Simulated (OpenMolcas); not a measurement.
## Ionisation energies of sulfur

| Property | Result |
| --- | --- |
| Program | OpenMolcas 26.06 |
| Basis | ANO-RCC-VQZP [6s5p3d2f1g] |
| Scalar Hamiltonian | DKH2, point nucleus |
| Spin-orbit coupling | RASSI with atomic mean-field integrals over the reference wave functions, term energies averaged over their components |

Active shells in each charge state: the valence s, p shells, with orbitals averaged over the low states. Where CASPT2's correlated closed shells are named, they are those of the first ion.

A. CASSCF
B. SS-CASPT2, IPEA 0.25 Eh, imaginary shift 0.1 Eh (closed shells correlated: 2s 2p)
C. SS-CASPT2, IPEA 0.25 Eh, imaginary shift 0.1 Eh (closed shells correlated: none)
D. SS-CASPT2, IPEA 0 Eh, imaginary shift 0.1 Eh (closed shells correlated: 2s 2p)

Energies in eV between the lowest computed levels, named as in B; reference values from the NIST Atomic Spectra Database with their kind.

```
              From                  To       A       B       C       D  Spin-orbit share in B                Reference
   S2+ 3s² 3p² ³P₀  S3+ 3s² 3p ²P°_1/2  33.710  34.564  34.547  34.679                 -0.007  34.860 (semi-empirical)
S3+ 3s² 3p ²P°_1/2         S4+ 3s² ¹S₀  46.003  46.968  46.937  47.083                 +0.070  47.222 (semi-empirical)
       S4+ 3s² ¹S₀       S5+ 3s ²S_1/2  72.178  72.342  72.273  72.344                 +0.000        72.594 (measured)
     S5+ 3s ²S_1/2         S6+ 2p⁶ ¹S₀  87.581  87.707  87.581  87.709                 +0.000        88.053 (measured)
```

Steps that some method lacks are left out, and so are those with a state whose active s or d shell is doubly occupied in every root (s and p with five to eight electrons, d10) over a frozen core shell of the same l, since the two then mix freely.

Error against the reference values, in %:

| From | Reference | A | B | C | D |
| --- | --- | --- | --- | --- | --- |
| S2+ | semi-empirical | -3.3 | -0.8 | -0.9 | -0.5 |
| S3+ | semi-empirical | -2.6 | -0.5 | -0.6 | -0.3 |
| S4+ | measured | -0.6 | -0.3 | -0.4 | -0.3 |
| S5+ | measured | -0.5 | -0.4 | -0.5 | -0.4 |

Mean absolute error over the 2 measured values: A 0.44 eV, B 0.30 eV, C 0.40 eV, D 0.30 eV.

° marks odd parity.
